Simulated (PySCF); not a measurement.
Excitation energy of He by level of theory

He 1s2 (1S) → He 1s1 2s1 (3S), as a difference of total energies. Computed with PySCF 2.14 in dyall-av3z, with the spin-free X2C one-electron Hamiltonian (Gaussian nucleus). Correlated levels: valence: nothing frozen; virtual orbitals above 40 to 60 times the deepest correlated orbital energy dropped. The calculations carry no spin-orbit coupling.

| method | excitation energy (eV) |
| --- | --- |
| UHF | 18.794 |
| LDA | 19.519 |
| PBE | 19.553 |
| PBE0 | 19.553 |
| r2SCAN | 19.906 |
| M06-2X | 20.003 |
| r2SCANh | 19.884 |
| wB97X-V | 19.981 |
| MP2 (valence) | 19.703 |

Task: Estimate what SCS-MP2 (valence) gives.

Result: 19.902 eV, closest to r2SCAN among the rows shown.

Task: Estimate what revPBE gives.

Result: 19.700 eV, closest to MP2 (valence) among the rows shown.

Errors of the correlated levels include the incompleteness of this basis.

The promoted electron is Rydberg-like, and one or two diffuse shells describe it only roughly, which tends to raise the upper state.

For comparison: 19.820 eV (measured; NIST levels).
